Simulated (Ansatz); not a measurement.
A run for Ansatz (a first-principles code): U-B2PLYP/def2-TZVPP on TeF, 2S+1 = 2, a spin state set in the input, which need not be the lowest, a point of a bond scan (R = 1.912 Å). Elements past Kr take the def2 small-core potentials; no spin–orbit coupling.

Ansatz 0.2 input:
```yaml
crystal:
  periodic: [false, false, false]
  atoms:
    - {symbol: F, position_ang: [0.00000000, 0.00000000, 0.00000000]}
    - {symbol: Te, position_ang: [0.00000000, 0.00000000, 1.91206300]}
basis:
  gaussian:
    orbitals: def2-TZVPP
    pivot_positions_ang: [[0.00000000, 0.00000000, 0.00000000], [0.00000000, 0.00000000, 1.91206300]]
hamiltonian:
  xc: {name: B2PLYP}
magnetization: {spin_polarized: true, initial_magnetization: 1}
correlation: {electrons: valence}
output: {orbitals: {seedname: ./end}}
```

It printed:

```
WARN ansatz: RAYON_NUM_THREADS=2 ignored (pool sized by the plan → 2); use --threads N
Functional definition: B2PLYP
integrals: 0.04 GiB planned
740 factors; integrals over basis functions are off by at most 3.3e-4 eV
mean field: 0.33 GiB planned
mean field evaluation 1: about -9996.9900 eV, gradient 2.2e1 eV
mean field evaluation 2: about -9997.0526 eV, gradient 2.2e1 eV
mean field evaluation 4: about -9998.5548 eV, gradient 1.6e0 eV
mean field evaluation 8: about -9998.5746 eV, gradient 9.8e-2 eV
mean field evaluation 16: about -9998.5748 eV, gradient 2.8e-4 eV
mean field evaluation 32: about -9998.5748 eV, gradient 3.2e-6 eV
mean field -9998.57478418 eV, -367.4408460413 hartree, gradient 3.2e-6 eV, S^2 0.755196; 2 other end points of the search recorded, 0 dependent functions left out
5 core orbitals not correlated
reference -9998.57488839 eV, -367.4408498709 hartree; 12, 11 occupied and 64, 65 virtual orbitals, 740 factors
second order -21.83571836 eV of doubles, -0.00000000 eV of singles
Total energy: -10004.47053235 eV, -367.6575107902 hartree
```

The calculation finished and met its thresholds.

Cost: roughly 4 core-seconds.
